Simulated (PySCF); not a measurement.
C3H8OSi, SMILES OC1([SiH3])CC1. Atoms are numbered in the order given.

```xyz
13

O      0.0283     1.6645     0.0800
C     -0.2007     0.2710     0.0428
Si     1.3499    -0.7465    -0.2927
C     -1.2254    -0.1989     1.0420
C     -1.5724    -0.1855    -0.4214
H      0.1930     1.9590    -0.8264
H      1.0029    -2.1970    -0.3752
H      1.9474    -0.3146    -1.5931
H      2.3603    -0.5379     0.7831
H     -1.0784    -1.1576     1.5480
H     -1.6517     0.5910     1.6661
H     -1.6671    -1.1356    -0.9558
H     -2.2404     0.6076    -0.7691
```

Coordinates come from a B3LYP-D3(BJ)/def2-SVP optimisation. The structure was generated by enumeration, and PubChem lists no compound with its InChIKey, so it may never have been made. Other conformers were not sampled.

Calculation: PBE/pcSseg-1 run with PySCF.

GIAO shieldings, no solvent; atoms listed in one row are averaged. δ = σ(ref) − σ: ¹⁷O against H2O (σ = 334.3 ppm); ¹³C against TMS (σ = 182.0 ppm); ²⁹Si against TMS (σ = 335.4 ppm); ¹H against TMS (σ = 31.49 ppm), references at their B3LYP-D3(BJ)/def2-TZVP geometries, non-relativistic.

Computed chemical shifts:
```
nucleus       atoms  count  δ (ppm)
-------  ----------  -----  -------
¹⁷O              O1      1     72.5
¹³C              C2      1     48.7
¹³C              C5      1     19.2
¹³C              C4      1     18.1
²⁹Si            Si3      1    -64.2
¹H       H7, H8, H9      3     4.29
¹H              H11      1     1.30
¹H              H10      1     0.97
¹H              H12      1     0.86
¹H              H13      1     0.80
¹H               H6      1     0.57
```
